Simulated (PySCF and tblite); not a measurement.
The numbers below are computed, except where a source is named.
3-acetyl-1-fluorobenzene, C8H7FO, numbered as in [CH3:1][C:2](=[O:3])[c:4]1[cH:5][cH:6][cH:7][c:8]([F:9])[cH:10]1. Conformers came from 60 starts (ETKDG and KDG, MMFF94s, GFN2-xTB); geometries are GFN2-xTB. Free energies are PBE0-D3(BJ)/pcSseg-1 single points with GFN2-xTB rigid-rotor and vibrational terms (modes under about 100 cm⁻¹ blended into free rotors). Symmetry numbers and mirror images are counted. Conformers within 3 kcal/mol (GFN2-xTB free energy) were kept, 9 at most. GIAO shieldings: PBE0/pcSseg-1. Shifts are against TMS (¹H), TMS (¹³C), CFCl3 (¹⁹F) at the same level. (PySCF 2.14, tblite 0.8.)

Torsions listed: O3–C2–C4–C5.

```json
{"conformer": "1", "shape": "180°", "point group": "Cs", "mirror pair": "no", "ΔE(DFT)": "0.00", "Δ(G−E) at 400 K": "0.00", "δ H5 (ppm)": "7.81"}
{"conformer": "2", "shape": "0°", "point group": "Cs", "mirror pair": "no", "ΔE(DFT)": "0.09", "Δ(G−E) at 400 K": "0.05", "δ H5 (ppm)": "8.43"}
```

Energies in kcal/mol; the thermal term leaves out symmetry numbers and mirror images.

Q: Work out the weights at 400 K and the ¹H shift of H5 under fast exchange.

A: RT = 0.795 kcal/mol. Each conformer gets RT ln(σ/g), with σ the rotational symmetry number and g = 2 for a mirror pair: 1: σ = 1, g = 1, G = 0.00 + 0.00 + 0.00 = 0.00, 0.00 above the lowest, exp(−ΔG/RT) = 1.000; 2: σ = 1, g = 1, G = 0.09 + 0.05 + 0.00 = 0.14, 0.14 above the lowest, exp(−ΔG/RT) = 0.842. The sum is 1.842, so the weights are 54.3, 45.7 %. The averaged shift is 8.09 ppm. At 298.15 K it is 8.09 ppm. At 298.15 K the leading conformer alone gives 7.81 ppm and bare DFT energies give 8.10 ppm.


Conformer gaps in pcSseg-1 on xTB geometries can be 2 kcal/mol off for S=O, P=O and other polar bonds.